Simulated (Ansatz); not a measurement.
Stretch profile

CH5NSSi (SMILES CS[Si]N), singlet, at its PBE0-D4/def2-TZVP minimum:

C1  (-0.473, 0.417, -1.869)
S2  (0.690, 0.400, -0.477)
Si3  (-0.528, -0.530, 1.018)
N4  (0.607, -0.524, 2.296)
H5  (-0.632, 1.445, -2.191)
H6  (-1.430, -0.019, -1.574)
H7  (-0.056, -0.160, -2.693)
H8  (1.552, -0.171, 2.277)
H9  (0.360, -0.904, 3.195)
(Å)

The bond length N4–H9 (1.007 Å at the minimum) is set to the values below, the two halves moving rigidly along the bond. Each method's energies count from its own value at the PBE0-D4 minimum structure. Ansatz 0.2.0; basis: def2-TZVPP; cores frozen in the correlated methods. B3LYP uses VWN-RPA correlation.

```
bond length (Å)  CCSD(T) (kJ/mol)  r2SCAN-D4 (kJ/mol)  PBE-D4 (kJ/mol)
          0.886              42.9                42.7             46.6
          0.921                 ?                20.0             22.8
          0.973               2.8                 2.8              3.9
          1.033               1.4                 1.3              0.5
          1.099              15.3                15.2             12.4
          1.171              42.6                42.3             37.3
          1.247                 ?                79.0             71.8
          1.327                 ?               122.3            112.5
          1.410             169.0               168.9            156.5
```

Task: Fill in the withheld CCSD(T) values. (An estimate is asked for; the value comes from the calculation.)

Result: By the calculation: 20.0 kJ/mol at 0.921 Å; 79.4 kJ/mol at 1.247 Å; 122.6 kJ/mol at 1.327 Å. These count from the CCSD(T) energy at the PBE0-D4 minimum.

Largest difference from the CCSD(T) curve over the scan: PBE0-D4 4.7; B3LYP-D4 1.4; wB97M-V 4.9; HF 33.5 kJ/mol. Each curve counts from its own value at the minimum.

No T1 diagnostic of these runs exceeds 0.015.

For scale, one of the runs: CCSD(T)/def2-TZVPP, 216 basis functions (an equivalent command: `ansatz run in.yaml --threads 4`). Time: 39 s of wall clock on 4 CPU threads; the host was shared. Peak host memory: 3 GiB.
